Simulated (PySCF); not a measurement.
C3H10GeO2Si.
Z-matrix (Å and degrees, PBE0-D3(BJ)/def2-SVP geometry), rows numbered from 1:
```
C 
O   1  1.4214
C   2  1.3456  1  116.70
O   3  1.2028  2  123.04  1    -0.58
Si  3  1.9284  2  111.25  1   177.60
C   5  1.8713  3  111.30  2    28.84
Ge  6  1.9669  5  116.27  3   -55.98
H   1  1.0999  2  110.68  3    60.52
H   1  1.0960  2  106.28  3  -179.64
H   1  1.0999  2  110.72  3   -59.73
H   5  1.4948  3  105.86  2   -91.65
H   5  1.4915  3  106.58  2   151.98
H   6  1.1029  5  108.15  3  -177.01
H   6  1.1022  5  109.58  3    67.04
H   7  1.5363  6  111.10  5    90.82
H   7  1.5401  6  110.62  5   -31.46
H   7  1.5438  6  108.43  5  -150.16
```

Level of theory: core-valence-separated Tamm–Dancoff BHandHLYP/aug-pcX-1 (pcseg-1 on H, def2-SVPD on Ge, def2-SVPD on Si) in PySCF, non-relativistic, gas phase, PBE0-D3(BJ)/def2-SVP geometry. The energies are unshifted.

Question: Give energies, oscillator strengths and core holes at the O K edge.

Answer: 
```
E (eV)       f  core hole on  main final orbital                        polarisation
529.10  0.0457            O4         LUMO (45 %)  normal to the local trigonal plane
532.54  0.0207            O2         LUMO (49 %)                                   –
533.67  0.0002            O4       LUMO+5 (39 %)                                   –
534.09  0.0044            O4         LUMO (34 %)         in the local trigonal plane
534.54  0.0005            O4              spread                                   –
534.67  0.0229            O2              spread                                   –
534.75  0.0013            O4       LUMO+6 (34 %)         in the local trigonal plane
534.83  0.0004            O4              spread                                   –
535.07  0.0023            O2       LUMO+1 (66 %)                                   –
535.12  0.0034            O4              spread         in the local trigonal plane
535.29  0.0024            O4              spread         in the local trigonal plane
```

The first line with a tenth or more of the strongest one's intensity is at 529.10 eV (f = 0.046), with the hole on O4 (carbonyl oxygen), polarised normal to the local trigonal plane: a 1s→π* resonance. It is also the strongest listed.

Question: What does the C 1s absorption edge look like?

Answer: 
| E (eV) | f | core hole on | main final orbital | polarisation |
| --- | --- | --- | --- | --- |
| 284.42 | 0.0792 | C3 | LUMO (38 %) | normal to the local trigonal plane |
| 285.12 | 0.0004 | C6 | LUMO (72 %) | – |
| 285.60 | 0.0335 | C6 | spread | – |
| 285.85 | 0.0256 | C6 | LUMO+4 (30 %) | – |
| 285.91 | 0.0176 | C6 | LUMO+2 (35 %) | – |
| 286.44 | 0.0153 | C6 | LUMO+5 (33 %) | – |
| 286.69 | 0.0050 | C6 | spread | – |
| 286.84 | 0.0471 | C1 | spread | – |
| 286.98 | 0.0065 | C6 | LUMO+7 (60 %) | – |
| 287.08 | 0.0100 | C6 | spread | – |
| 287.14 | 0.0026 | C1 | LUMO+1 (51 %) | – |
| 287.27 | 0.0049 | C1 | LUMO (56 %) | – |
| 287.43 | 0.0013 | C6 | LUMO+1 (35 %) | – |
| 287.55 | 0.0010 | C6 | spread | – |
| 287.77 | 0.0015 | C6 | spread | – |

The first line with a tenth or more of the strongest one's intensity is at 284.42 eV (f = 0.079), with the hole on C3 (carbonyl carbon), polarised normal to the local trigonal plane: a 1s→π* resonance. It is also the strongest listed.

Roots within 0.03 eV whose holes lie on the same, on equivalent or on shared atoms are summed into one line, and the highest roots are left out, as the search may have cut off their partners. Final orbitals are the ground state's empty Kohn–Sham orbitals. A dash: too weak, shared between unlike atoms, or no plane or axis to refer to.

Question: What is the summed oscillator strength of the listed O K lines, and their intensity-weighted mean energy?

Answer: Σf = 0.104 over 11 lines from 529.10 to 535.29 eV; the weighted mean is 531.82 eV. The strongest line holds 44 % of the sum.

The list ends where the root search ended, not at a threshold. The BHandHLYP/aug-pcX-1 (pcseg-1 on H, def2-SVPD on Ge, def2-SVPD on Si) calculation is non-relativistic and has no spin–orbit coupling, an omission that weighs most on germanium.

One conformer stands for the species.
